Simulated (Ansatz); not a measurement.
C₄H₉ (SMILES C[CH-]CC), charge -1, singlet, geometry from GFN2-xTB (a gas-phase anion, which may not be bound at this level); R2SCAN/STO-3G run with Ansatz (an electronic-structure program).

The Ansatz input:
Ansatz 0.2 input:
```yaml
crystal:
  periodic: [false, false, false]
  atoms:
    - {symbol: C, position_ang: [0.70662520, 1.78950852, -0.02822001]}
    - {symbol: C, position_ang: [0.78602574, 0.26565315, -0.08582565]}
    - {symbol: C, position_ang: [-0.64172601, -0.27736893, -0.00826500]}
    - {symbol: C, position_ang: [-0.66882494, -1.80509364, -0.00683784]}
    - {symbol: H, position_ang: [1.71078327, 2.23072488, 0.02412519]}
    - {symbol: H, position_ang: [-1.69125093, -2.20259065, -0.00665062]}
    - {symbol: H, position_ang: [0.12575311, 2.23234389, 0.83033153]}
    - {symbol: H, position_ang: [0.22921895, 2.18462261, -0.93764008]}
    - {symbol: H, position_ang: [-0.15478529, -2.18759156, 0.87555392]}
    - {symbol: H, position_ang: [-0.14825457, -2.18375501, -0.88551638]}
    - {symbol: H, position_ang: [1.28910472, -0.05023313, 0.88023266]}
    - {symbol: H, position_ang: [-1.20680019, 0.07473592, -0.88882647]}
    - {symbol: H, position_ang: [-1.24636903, 0.06554843, 0.88328128]}
basis:
  gaussian:
    orbitals: STO-3G
hamiltonian:
  xc: r2scan
total_charge: -1
```

It wrote (shortened):

```
Functional definition: r2SCAN
404 factors; integrals over basis functions are off by at most 4.7e-5 eV
mean field evaluation 1: about -4233.6790 eV, gradient 2.1e1 eV
mean field evaluation 2: about -4233.2256 eV, gradient 2.5e1 eV
mean field evaluation 4: about -4235.0668 eV, gradient 6.5e-1 eV
mean field evaluation 8: about -4234.9506 eV, gradient 1.4e-2 eV
mean field -4234.95060744 eV, -155.6315642709 hartree, gradient 3.2e-5 eV, S^2 0.000000; 0 other end points of the search recorded, 0 dependent functions left out
reference -4234.95061383 eV, -155.6315645056 hartree; 17, 17 occupied and 12, 12 virtual orbitals, 404 factors
Total energy: -4234.95061383 eV, -155.6315645056 hartree
```
